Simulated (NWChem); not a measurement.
System: C4H4O2; SMILES c1(ccco1)O

```xyz
10

O     -0.0760     1.9939     0.0000
C      0.0808     0.6703     0.0000
C      1.1610    -0.1674     0.0000
C      0.6011    -1.4890     0.0000
C     -0.7482    -1.3361     0.0000
O     -1.0654    -0.0104     0.0000
H      0.7936     2.4064     0.0000
H      2.2111     0.1150     0.0000
H      1.1452    -2.4312     0.0000
H     -1.5868    -2.0255     0.0000
```
Atoms are numbered in this order, from 1.

Results from NWChem. Medium grid unless said otherwise, to which SCAN and Minnesota functionals are sensitive. All runs use the structure optimised with PBE0/def2-SVP.

Q: Among these, which level gives the highest value of “dipole (D)”?
A) Hartree-Fock/def2-SVP
B) B3LYP/def2-SVP
C) LRC-wPBEh/def2-SVP
D) LC-BLYP (range parameter 0.33 per bohr)/def2-SVP

A: A, Hartree-Fock/def2-SVP. Values: LC-BLYP (range parameter 0.33 per bohr)/def2-SVP 1.85; B3LYP/def2-SVP 1.87; LRC-wPBEh/def2-SVP 1.88; Hartree-Fock/def2-SVP 2.15
